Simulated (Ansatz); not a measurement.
Z-matrix (Å, degrees):
```
C
Si 1 1.848
H 1 1.091 2 110.7
H 1 1.092 2 110.0 3 -120.7
H 1 1.093 2 109.7 3 120.5
S 2 2.133 1 114.4 3 -55.5
Cl 2 2.053 1 112.0 3 63.9
C 2 1.919 1 110.2 3 -177.1
H 6 1.346 2 92.9 1 -53.4
O 8 1.206 2 120.7 1 19.2
H 8 1.115 2 119.1 1 -163.0
```

The species carries charge 0 and has multiplicity 1.

**Question.** List the ωB97M-V/def2-TZVPP orbital energies in eV (Ansatz 0.2.0). (Best estimate.)

**Answer.** Ansatz gave: Occupied: -2772.21, -2427.14, -1808.61, -526.72, -283.97, -281.54, -262.62, -221.14, -200.08, -199.97, -199.97, -164.25, -164.17, -164.07, -149.54, -103.71, -103.65, -103.60, -32.58, -26.25, -23.74, -22.79, -20.17, -17.21, -15.90, -15.16, -14.70, -14.26, -14.07, -13.83, -13.08, -12.34, -12.07, -11.40, -10.38, -9.33. Lowest empty: 0.40, 1.92, 2.44, 2.69, 3.31, 3.43, 3.98, 4.15.
